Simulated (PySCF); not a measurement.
# Telling isomers of C7H10OSi apart by NMR

All values are calculated (PySCF 2.14.0 with density-fitted response routines): coordinates at the PBE0-D3(BJ)/def2-SVP level, shielding tensors at PBE0/pcSseg-1 (GIAO). No solvent model, relativity neglected, one conformer, averaged over atoms made equivalent by symmetry, fast rotation or ring inversion.

Chemical shifts δ = σref − σ; ¹H and ¹³C vs TMS, all at this level. Where no couplings were computed, multiplicities follow the n + 1 count of equivalent neighbours, and m marks all less simple cases (inequivalent or close neighbours, rings, F or P nearby). Shifts are as computed. Against solution values, carbons near 30 ppm lie about +2 ppm off and those near 130 ppm about +5 ppm. Of 1309 compounds with measured shifts, 239 miss one by over three times the rms of a fit or turn the order of signals round; such compounds aren't used in these exercises.

(1) Tabulate the signals of `c1coc([C@@H]2CC[SiH2]2)c1`, `C#C[C@@H]1C[Si@@H]1/C=C/OC` and their relative energies.

(2) What is the quickest way to tell c1coc([C@@H]2CC[SiH2]2)c1 from C#C[C@@H]1C[Si@@H]1/C=C/OC?

## Answers

(1) 
```tsv
SMILES	carbon types	δC	δH	E rel. (kcal/mol)
c1coc([C@@H]2CC[SiH2]2)c1	1×C 4×CH 2×CH2	159.4, 144.6, 116.0, 109.0, 31.4, 28.1, 6.2	7.31 (m, 1H), 6.33 (m, 1H), 6.01 (m, 1H), 4.98 (m, 1H), 4.95 (m, 1H), 2.76 (m, 1H), 2.72 (m, 1H), 2.57 (m, 1H), 1.15 (m, 1H), 1.00 (m, 1H)	0.0
C#C[C@@H]1C[Si@@H]1/C=C/OC	1×C 4×CH 1×CH2 1×CH3	167.9, 90.6, 84.6, 69.5, 53.9, 5.3, -2.1	6.76 (d, 1H), 4.04 (m, 1H), 3.55 (s, 3H), 3.54 (m, 1H), 1.75 (d, 1H), 1.42 (m, 1H), 0.78 (m, 1H), 0.66 (m, 1H)	60.6
```

Energies are electronic energies at PBE0/pcSseg-1 on these geometries, without zero-point or thermal terms, each for the one conformer computed, which needn't be the lowest.

(2) Both give the same number of carbon signals, but DEPT or the intensities differ. The first has a substituted aromatic carbon next to the ring oxygen (C) at 159.4 ppm, the second an alkyne carbon (C) at 90.6 ppm. Their most deshielded carbons lie at 159.4 and 167.9 ppm. In the proton spectra the most deshielded non-exchanging signals are 7.31 (m, 1H) and 6.76 (d, 1H).
